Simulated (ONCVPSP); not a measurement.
**u(r) = r·R(r): atom against pseudo-atom (Re)**

Columns: radius, all-electron u(r) and pseudo u(r) of the 5p shell (level -54.81 eV) of rhenium in the configuration [Kr] 4d10 4f14 5s2 5p6 5d5 6s1; PBE, scalar-relativistic, ONCV scheme, ONCVPSP 4.0.1.

```
r (bohr)  all-electron  pseudo
   0.100        0.2008  0.0235
   0.200        0.1658  0.0917
   0.300       -0.4214  0.1978
   0.400       -0.5333  0.3313
   0.500       -0.2442  0.4793
   0.600        0.1699  0.6277
   0.700        0.5427  0.7628
   0.800        0.8139  0.8734
   0.900        0.9777  0.9514
   1.000        1.0517  0.9930
   1.100        1.0584  0.9987
   1.200        1.0192  0.9723
   1.300        0.9517  0.9205
   1.400        0.8687  0.8508
   1.500        0.7797  0.7708
   1.600        0.6908  0.6871
   1.700        0.6058  0.6046
   1.800        0.5270  0.5267
   1.900        0.4554  0.4554
   2.000        0.3915  0.3915
   2.100        0.3350  0.3350
   2.200        0.2856  0.2856
   2.300        0.2428  0.2428
   2.400        0.2058  0.2058
   2.500        0.1740  0.1740
   2.600        0.1468  0.1468
```

(1) How many radial nodes do the two functions have?

(2) At about which radius was the pseudo-wave matched?

(3) Is the pseudo-wave norm-conserving?

Results:

(1) The all-electron 5p function has n − l − 1 = 3 (the table is too coarse to show those close to the nucleus); the pseudo-wave has 0, since the states of the same l below it are removed with the core.

(2) 2.00 bohr. The columns agree to 0.0005 from 1.80 bohr on; several derivatives are matched, so the curves merge somewhat inside the radius.

(3) Yes: the ONCV scheme keeps the norm inside the radius equal to the all-electron one, which fixes the energy derivative of the logarithmic derivative at the level.
